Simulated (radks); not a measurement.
Problem. O, 8 electrons, occupied as [He] 2s2 2p4. Method: non-relativistic Kohn-Sham, SCAN, spin-polarised, spherical densities, point nucleus; open shells are filled with parallel spins first; meta-GGA in the generalised Kohn-Sham scheme; computed with a radial shooting solver on a logarithmic mesh with Libxc functionals. Some entries of the table are withheld. Estimate them.

| orbital | occ. | eigenvalue (eV) | r(max) (bohr) | <1/r> (bohr^-1) |
|---|---|---|---|---|
| 1s up | 1 | -520.0477 | 0.1294 | 7.619 |
| 1s down | 1 | -518.3678 | 0.1293 | 7.638 |
| 2s up | 1 | -27.0162 | 0.8649 | 1.299 |
| 2s down | 1 | -22.7476 | 0.8820 | 1.248 |
| 2p up | 3 | -10.9805 | (1) | 1.135 |
| 2p down | 1 | -6.7831 | (2) | 1.048 |

Solution. 
(1) 2p up r(max) (bohr): 0.8119
(2) 2p down r(max) (bohr): 0.8536
